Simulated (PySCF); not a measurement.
Energy of Tc⁻ (technetium, charge -1) between two integer charges

The 4d beta orbital of [Kr] 4d6 5s2 is emptied in steps (occupation f), with all orbitals relaxed, ending at [Kr] 4d5 5s2. Calculation: PySCF 2.14, in def2-TZVPPD with the def2 core potential (28 electrons) (6s4p3d2f1g, 56 functions); scalar relativity through the core potential. The exact energy is a straight line in f; departures are measured from the line between the end points of the same method.

```
  f  UHF (eV)  LDA (eV)  PBE (eV)
  1     0.000     0.000     0.000
0.8     0.371    -0.619    -0.593
0.6     0.532    -0.938    -0.896
0.4     0.509    -0.947    -0.904
0.2     0.324    -0.638    -0.605
  0     0.000     0.000     0.000
```

For LDA, how does the orbital energy at f = 1 compare with the removal energy?

−ε = -3.188 eV against a total-energy difference of 0.648 eV. By Janak's theorem ε = ∂E/∂f, so the gap between them reflects the curvature. Along the path −ε is -1.704 (f = 0.8), -0.180 (f = 0.6), 1.389 (f = 0.4), 3.004 (f = 0.2) eV.

| method | E(f=0) − E(f=1) (eV) | −ε at f=1 (eV) | −ε at f=0.4 (eV) |
| --- | --- | --- | --- |
| UHF | -1.440 | 0.981 | -1.979 |
| LDA | 0.648 | -3.188 | 1.389 |
| PBE | 0.578 | -3.103 | 1.287 |

At f = 1 the orbital energy is positive for LDA, PBE: only the finite basis holds the electron.
